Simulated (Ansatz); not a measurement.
`O=C[TeH]` from Hartree–Fock to CCSD(T)

```xyz
5

O    -1.152   -1.225   -0.800
C    -0.444   -0.325   -0.482
Te    0.578   -0.230    1.402
H    -0.241    0.552   -1.125
H     1.259    1.228    1.005
```

Total charge 0; spin multiplicity 1. Correlated methods include outer-core shells of Te, which these sets cover unevenly. Te takes the def2 core potential. The geometry is a stationary point of PBE0-D4/def2-TZVP. Frozen core, restricted reference, Ansatz 0.2.0.

```csv
basis,HF (Eh),MP2 corr.
def2-SVP,-380.76254,-0.43482
def2-TZVPP,-380.91522,-0.85568
def2-QZVPP,-380.92243,-1.04381
```

Problem. Estimate the CCSD correlation energy and the (T) correction in each basis where they were run (hartree).

Solution. 
```csv
basis,CCSD corr.,(T)
def2-SVP,-0.45651,-0.01615
def2-TZVPP,-0.84037,-0.03001
```
